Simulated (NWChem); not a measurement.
System: ammonium (NH$_{4}$ cation); SMILES [NH4+]

Here is an NWChem input.

```
start job
memory heap 200 mb stack 900 mb global 1100 mb
charge 1
geometry units angstroms noautosym nocenter noautoz
  N      0.000000     0.000000     0.000000
  H     -0.590962    -0.590962    -0.590962
  H      0.590962     0.590962    -0.590962
  H     -0.590962     0.590962     0.590962
  H      0.590962    -0.590962     0.590962
end
basis spherical
  N library 6-31g*
  H library 6-31g*
end
dft
  xc xpbe96 cpbe96
  iterations 150
end
property
  response 1 0.0
end
task dft property
```

Excerpt of the output:

```
             Northwest Computational Chemistry Package (NWChem) 7.3.0
             --------------------------------------------------------

                             Geometry "geometry" -> ""
                             -------------------------

 Output coordinates in angstroms (scale by  1.889725989 to convert to a.u.)

  No.       Tag          Charge          X              Y              Z
 ---- ---------------- ---------- -------------- -------------- --------------
    1 N                    7.0000     0.00000000     0.00000000     0.00000000
    2 H                    1.0000    -0.59096200    -0.59096200    -0.59096200
    3 H                    1.0000     0.59096200     0.59096200    -0.59096200
    4 H                    1.0000    -0.59096200     0.59096200     0.59096200
    5 H                    1.0000     0.59096200    -0.59096200     0.59096200

 Effective nuclear repulsion energy (a.u.)      16.3752187520

  pbe96 is a nonlocal functional; adding pw91lda local functional.
                              NWChem Property Module
                              ----------------------

                                 NWChem DFT Module
                                 -----------------

 Summary of "ao basis" -> "ao basis" (spherical)
 ------------------------------------------------------------------------------
       Tag                 Description            Shells   Functions and Types
 ---------------- ------------------------------  ------  ---------------------
 N                           6-31g*                  6       14   3s2p1d
 H                           6-31g*                  2        2   2s

            General Information
            -------------------
          SCF calculation type: DFT
          Wavefunction type:  closed shell.
          No. of atoms     :     5
          No. of electrons :    10
           Alpha electrons :     5
            Beta electrons :     5
          Charge           :     1
          Spin multiplicity:     1
          Use of symmetry is: off; symmetry adaption is: off
          Maximum number of iterations: 150
          AO basis - number of functions:    22
                     number of shells:    14
          Convergence on energy requested:  1.00D-06
          Convergence on density requested:  1.00D-05
          Convergence on gradient requested:  5.00D-04

              XC Information
              --------------
          PerdewBurkeErnzerhof Exchange Functional  1.000
            Perdew 1991 LDA Correlation Functional  1.000 local
           PerdewBurkeErnz. Correlation Functional  1.000 non-local

             Grid Information
             ----------------
          Grid used for XC integration:  medium
          Radial quadrature: Mura-Knowles
          Angular quadrature: Lebedev.
          Tag              B.-S. Rad. Rad. Pts. Rad. Cut. Ang. Pts.
          ---              ---------- --------- --------- ---------
          N                   0.65       49           5.0       434
          H                   0.35       45           6.0       434
          Grid pruning is: on
          Number of quadrature shells:   229
          Spatial weights used:  Erf1

      Superposition of Atomic Density Guess
      -------------------------------------

 Sum of atomic energies:         -56.28666840

 Renormalizing density from      11.00 to     10

      Non-variational initial energy
      ------------------------------

 Total energy =     -53.145209
 1-e energy   =     -97.540444
 2-e energy   =      28.020017
 HOMO         =      -1.178295
 LUMO         =      -0.264342

   convergence    iter        energy       DeltaE   RMS-Dens  Diis-err
 ---------------- ----- ----------------- --------- --------- ---------
 d= 0,ls=0.0,diis     1    -56.6205475725 -7.30D+01  6.00D-02  2.05D+00
 d= 0,ls=0.0,diis     2    -56.3935035283  2.27D-01  4.09D-02  3.69D+00
 d= 0,ls=0.0,diis     3    -56.8128542059 -4.19D-01  2.99D-03  1.78D-02
 d= 0,ls=0.0,diis     4    -56.8148015941 -1.95D-03  1.38D-04  1.48D-05
 d= 0,ls=0.0,diis     5    -56.8148035269 -1.93D-06  2.68D-06  1.47D-08
 d= 0,ls=0.0,diis     6    -56.8148035285 -1.57D-09  1.47D-07  1.50D-11

         Total DFT energy =      -56.814803528504
      One electron energy =     -104.911451912932
           Coulomb energy =       39.770950221875
    Exchange-Corr. energy =       -8.049520589422
 Nuclear repulsion energy =       16.375218751974

 Numeric. integr. density =       10.000005852166

                       DFT Final Molecular Orbital Analysis
                       ------------------------------------

 Vector    3  Occ=2.000000D+00  E=-7.749759D-01
              MO Center= -9.1D-02, -6.8D-02, -1.8D-01, r^2= 8.7D-01
   Bfn.  Coefficient  Atom+Function         Bfn.  Coefficient  Atom+Function
  ----- ------------  ---------------      ----- ------------  ---------------
     4      0.404151  1 N  py                 3      0.302069  1 N  px
    15     -0.268035  2 H  s                  8      0.232362  1 N  py
     7      0.173671  1 N  px                17      0.171576  3 H  s
     5      0.154958  1 N  pz                 9      0.089091  1 N  pz
    19      0.080002  4 H  s                 16     -0.079074  2 H  s

[...]

 DFT Linear Response polarizability / au
 Frequency  =       0.0000000 / au
              X              Y              Z
 -----------------------------------------------
 X       7.0774379      0.0000000      0.0000000
 Y       0.0000000      7.0774379      0.0000000
 Z       0.0000000      0.0000000      7.0774379
 -----------------------------------------------
 Eigenvalues =       7.0774379      7.0774380      7.0774379
 Isotropic   =       7.0774379
 Anisotropic =       0.0000001
 -----------------------------------------------

 Magnetic Dipole Response Matrix (nonzero elements):

 Exiting AOResponse driver routine
```

Level: PBE/6-31G* (spherical d). Coordinates come from a PBE0-D3(BJ)/def2-TZVP optimisation.
